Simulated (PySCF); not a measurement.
Structure problem from calculated spectra and properties.

Formula: C4H7ClSi2.

- UV, first state: lowest singlet excitation: 5.68 eV (218 nm, f = 0.010) [TDDFT PBE0/def2-SVPD]
- Triplet: lowest triplet excitation (Tamm–Dancoff): 3.90 eV [TDA PBE0/def2-SVPD]
- 13C NMR: chemical shifts (computed TMS as zero) by class: 157.5 (1 C), 153.3 (1 C), 153.1 (1 C), 143.8 (1 C) ppm [GIAO PBE0/pcSseg-1]
- Rotational structure: rotational constants A, B, C: 2.402, 1.080, 0.758 GHz [GFN2-xTB]
- Dipole: 1.92 D [PBE0/def2-SVPD]
- UV, strongest line: among the 6 lowest singlet transitions: S4 at 5.91 eV (210 nm, f = 0.080) [TDDFT PBE0/def2-SVPD]
- NMR, other nuclei: isotropic shieldings of nuclei other than C and H, by class: 414 (1 Si), 418 (1 Si), 606 (1 Cl) ppm [GIAO PBE0/pcSseg-1]
- 1H NMR: chemical shifts (computed TMS as zero) by class: 7.37 (1 H), 7.27 (1 H), 7.11 (1 H), 4.82 (2 H), 4.62 (2 H) ppm [GIAO PBE0/pcSseg-1]

The electronic properties come from PySCF, for the isolated species, density fitting. Levels stand in brackets. NMR shifts are as computed; neighbouring signals can stand in another order in a measured spectrum. Geometry: GFN2-xTB; no solvent, vibrations or thermal averaging. NMR classes are plain means over equivalent atoms (diastereotopic ones count apart unless rotation or inversion swaps them), as if these changed places fast.

Question: Propose a structure and show how it fits.

Answer: Numbering: `[Cl:1][C:2]1=[CH:3][SiH2:4][CH:5]=[CH:6][SiH2:7]1`. Its formula, C4H7ClSi2, gives 3 degrees of unsaturation: 1 ring and 2 π bonds in the structure found. 4 carbons fall into 4 classes; from least to most shielded: vinylic C–Cl carbon [C2] (157.5 ppm), alkene CH carbon [C6] (153.3 ppm), alkene CH carbon [C5] (153.1 ppm), alkene CH carbon [C3] (143.8 ppm). Hydrogen classes from least to most shielded: 1 H on an alkene CH carbon, C5 (7.37 ppm), 1 H on an alkene CH carbon, C6 (7.27 ppm), 1 H on an alkene CH carbon, C3 (7.11 ppm), 2 H on an SiH2 silicon, Si4 (4.82 ppm), 2 H on an SiH2 silicon, Si7 (4.62 ppm). The other shieldings belong to: 414 ppm, SiH2 silicon [Si4]; 418 ppm, SiH2 silicon [Si7]; 606 ppm, vinyl chlorine [Cl1]. The optimised geometry has point group Cs and is an asymmetric top. Structure: `ClC1=C[SiH2]C=C[SiH2]1`. Computed isomers that give other values at the same levels: `Cl[SiH]1C=C[SiH2]C=C1` (rotational constant A: 3.165 GHz; this holds for the one conformer computed); `C#C[C@@H]1[SiH2][C@H]1[SiH2]Cl` (13C chemical shifts (computed TMS as zero) by class: 90.7 (1 C), 71.7 (1 C), 8.3 (1 C), 0.0 (1 C) ppm). The assignments are read from this structure; whether some other isomer fits the data as well wasn't checked.
